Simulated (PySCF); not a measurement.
Vertical excitations of a molecule CH7Cl2NSi2 from TDA-PBE/def2-SVPD run with PySCF, as energy in eV (oscillator strength): 4.68 (0.013), 5.06 (0.017), 5.54 (0.038), 5.73 (0.008), 5.87 (0.010), 5.98 (0.013), 6.15 (0.002), 6.25 (0.012), 6.37 (0.007), 6.50 (0.000). Lowest triplet (TDA): 4.46 eV. The structure is a stationary point at PBE-D3(BJ)/def2-SVP. Other conformers were not sampled.

Problem. Pick the molecule that these values belong to.
A. CN[Si@H](Cl)[SiH2]Cl
B. CN[SiH2][SiH](Cl)Cl
C. CN([SiH3])[SiH](Cl)Cl
D. CN([SiH2]Cl)[SiH2]Cl

Solution. A, CN[Si@H](Cl)[SiH2]Cl
